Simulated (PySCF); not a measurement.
Does the structure fit the spectrum?

A compound C₇H₈O₂ gives the data below (simulated from a calculation) and was assigned the structure `CO[C@@H]1C[C@@H]1C#CC=O`.

¹³C{¹H} NMR (computed): δ 157.2 (C), 82.3 (CH), 79.9 (C), 65.7 (CH), 31.4 (CH2, 2C), 12.6 (CH2).

¹H NMR (500 MHz, computed): δ 6.09 (m, 1H), 2.46 (m, 2H), 2.37 (m, 2H), 2.23 (s, 1H), 1.86 (m, 1H), 1.68 (m, 1H).

[PySCF 2.14.0 with density-fitted response routines: geometry from GFN2-xTB; σ from GIAO-PBE0/pcSseg-1; equivalent nuclei averaged; non-relativistic; no solvent model; single conformer]

Scale: ¹H (σref 31.72), ¹³C (σref 186.93) against TMS (reference shieldings calculated alike).

Task: Compare with the shifts computed for the proposed structure, pairing carbons in order of shift.

Result: Atoms are numbered as in `[CH3:1][O:2][C@@H:3]1[CH2:4][C@@H:5]1[C:6]#[C:7][CH:8]=[O:9]`. Each H is labelled by its parent atom.

```tsv
atom	computed for proposal	given list	difference
C8	179.5	157.2	+22.3
C6	109.5	82.3	+27.2
C7	86.3	79.9	+6.4
C3	66.1	65.7	+0.4
C1	60.5	31.4	+29.1
C4	21.5	31.4	-9.9
C5	10.6	12.6	-2.0
```

The rms difference is 17.8 ppm and the largest +29.1 ppm at C1 (methyl carbon bonded to O). The proposal also would give 7 carbon signals, not 6. The carbon types in order of shift don't match either: CH, C, C, CH, CH3, CH2, CH for the proposal against C, CH, C, CH, CH2, CH2, CH2 in the data. The proposal doesn't fit.

Task: Which isomer fits?

Result: SMILES C#CC(=O)OC1CCC1.

- Carbon types of the structure: 2 × C, 2 × CH, 3 × CH2, which accounts for all hydrogens.
- δC 157.2: ester carbonyl carbon; it is a carbonyl in resonance with an O or N lone pair, the region of acids, esters and amides.
- δC 82.3: terminal alkyne carbon; the triple bond shields along its axis, which puts it between sp3 and sp2 carbons.
- δC 79.9: alkyne carbon; the triple bond shields along its axis, which puts it between sp3 and sp2 carbons.
- δC 65.7: sp3 CH bonded to O; pulled downfield by the heteroatom.

Other isomers checked: O=C(O)[C@@]12CC=C[C@@H]1C2 (rms 34.5 ppm); O=C1C=C[C@H](C2CC2)O1 (rms 39.8 ppm).

The data come from this structure; uniqueness wasn't tested.

Shifts are as computed. Against solution values, carbons near 30 ppm lie about +3 ppm off and those near 130 ppm about +5 ppm. Of 1211 compounds with measured shifts, 218 miss one by over three times the rms of a fit or turn the order of signals round; such compounds aren't used in these exercises. No couplings were computed; multiplicities are counted from neighbouring protons, with m where these are inequivalent, close in shift, in a saturated or five-membered ring or joined by F or P, and br s for small geminal =CH2 splittings.
